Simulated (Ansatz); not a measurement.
Gas-phase electronic energies from Ansatz, PBE0-D4/def2-TZVP geometries. CCSD(T)/CBS is the MP2 limit (def2-TZVPP, def2-QZVPP) plus CCSD(T) − MP2 in def2-TZVPP, frozen cores. This one scheme is used for every species. Functionals use def2-TZVPP. One conformer a species, not always the lowest.

Consider the ligand exchange at the Si–S bond: `O[SiH2]S[SiH2]Cl` + CH₃SH → `CS[SiH2]O` + `S[SiH2]Cl`.

(1) Is it downhill or uphill in electronic energy at CCSD(T)/CBS, and by how much? (Estimate.)

(2) What do these levels give: PBE0-D4, ωB97M-V, SCS-MP2/def2-TZVPP, CCSD/def2-TZVPP, CCSD(T)/def2-TZVPP, MP2/def2-QZVPP? (An estimate is asked.)

Largest T1 diagnostic among the species: 0.011.

Answers

(1) Ansatz gave: Uphill: ΔE = +2.6 kcal/mol.

(2) Ansatz gave: PBE0-D4 2.6, ωB97M-V 2.6, SCS-MP2/def2-TZVPP 2.3, CCSD/def2-TZVPP 2.1, CCSD(T)/def2-TZVPP 2.3, MP2/def2-QZVPP 2.9 kcal/mol.

In def2-TZVPP, CCSD(T) changes the Hartree–Fock value by +1.2 kcal/mol (the triples alone add +0.3 kcal/mol) and MP2 by +1.6 kcal/mol. The D4 term adds +1.6 kcal/mol with B3LYP and +0.9 kcal/mol with PBE0; it sums over pairs of atoms, weighted by their polarisabilities, and B3LYP, whose exchange is more repulsive, gets the larger term.

B3LYP here is the variant with VWN-RPA as its local correlation; programs differ in this.
